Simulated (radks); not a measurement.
Values are calculated unless marked as measured or tabulated.
All-electron atom: Xe IV in [Kr] 4d10 5s2 5p3 (the NIST ground configuration). Level of theory: scalar-relativistic Kohn-Sham, LB94 model potential, spin-polarised, spherical densities, finite nucleus; open shells are filled with parallel spins first (spin-orbit coupling, left out, can overturn this in heavy ions); Fermi nuclear charge, rms radius 4.7859 fm (a radial shooting solver on a logarithmic mesh with Libxc functionals).

Unscreened Slater integrals over Kohn-Sham orbitals (eV). They are taken over the spin-up orbitals.

integral,value
"F0(5p,5p)",12.240
"F2(5p,5p)",6.6297
"F0(5p,5s)",13.056
"G1(5p,5s)",8.7172
"F0(5p,4d)",15.222
"F2(5p,4d)",4.4291
"G1(5p,4d)",1.3525
"G3(5p,4d)",1.2862
"F0(5p,4p)",15.455
"F2(5p,4p)",3.9179
"G0(5p,4p)",0.78150
"G2(5p,4p)",1.0091
"F0(5s,5s)",14.127
"F0(5s,4d)",17.212
"G2(5s,4d)",2.1109
"F0(5s,4p)",17.534
"G1(5s,4p)",1.3318
"F0(4d,4d)",28.254
"F2(4d,4d)",14.353
"F4(4d,4d)",9.5505
"F0(4d,4p)",29.949
"F2(4d,4p)",15.289
"G1(4d,4p)",19.472
"G3(4d,4p)",12.096
"F0(4p,4p)",32.005
"F2(4p,4p)",16.805

Derived for the open shells (J is the average intra-shell exchange parameter used in DFT+U). 5p: J = F2/5 = 1.326 eV.
